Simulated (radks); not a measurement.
The cobalt ion Co2+, 25 electrons, occupied as [Ar] 3d7. All-electron calculation, Dirac Kohn-Sham, PBE, spin-unpolarised, spherical densities, point nucleus; open shells are shared between the two j in proportion to 2j + 1; speed of light set to 205.554 atomic units (1.5 times the physical value, a model run). Program: a radial shooting solver on a logarithmic mesh with Libxc functionals.

Normalised radial functions P(r) = r R(r) (large component), r in bohr:

```
   r/bohr * 3s1/2, o 3p3/2, + 3d5/2 (the largest magnitude, 1.26, reaches the edge; | marks zero, & curves that meet)
 0.004897                             &  *
 0.005566                             &  *
 0.006275                             &   *
 0.007075                             &   *
 0.007978                             &   *
 0.008995                             &    *
  0.01014                             &    *
  0.01153                             +o    *
    0.013                             +o    *
  0.01465                             +o     *
  0.01652                             +o     *
  0.01863                             +o     *
    0.021                             + o     *
  0.02387                             + o     *
  0.02691                             + o     *
  0.03035                             +  o    *
  0.03421                             +  o    *
  0.03858                             +   o   *
  0.04384                             +    o *
  0.04943                             +     &
  0.05574                             +   *  o
  0.06284                             |+ *    o
  0.07085                             |&       o
  0.07989                            *|+        o
   0.0908                         *   |+         o
   0.1024                      *      | +         o
   0.1154                    *        | +          o
   0.1301                 *           |  +         o
   0.1467                *            |   +        o
   0.1654               *             |    +       o
    0.188               *             |     +    o
    0.212                *            |       +o
    0.239                  *          |     o  +
   0.2695                      *      | o        +
   0.3039                           & |            +
   0.3454                      o      |   *          +
   0.3894                 o           |          *    +
   0.4391            o                |               * +
    0.495        o                    |                  + *
   0.5582     o                       |                   +    *
   0.6293    o                        |                    +     *
   0.7153   o                         |                    +     *
   0.8064     o                       |                   +    *
   0.9093       o                     |                  +  *
    1.025          o                  |                 +*
    1.156             o               |              *+
    1.303                 o           |          *  +
    1.481                    o        |      *    +
     1.67                       o     |    *    +
    1.883                         o   |  *     +
    2.123                           o |*     +
    2.394                            o|*   +
    2.699                            o*   +
    3.068                             &  +
    3.459                             & +
      3.9                             &+
```

3s1/2: eigenvalue -119.99 eV, 2 radial nodes at r = 0.0739, 0.315 bohr, <r> = 0.779 bohr, 90 % of the charge inside 1.17 bohr. 3p3/2: eigenvalue -84.085 eV, 1 radial node at r = 0.285 bohr, <r> = 0.820 bohr, 90 % of the charge inside 1.27 bohr. 3d5/2: eigenvalue -27.128 eV, 0 radial nodes, <r> = 1.02 bohr, 90 % of the charge inside 1.76 bohr.
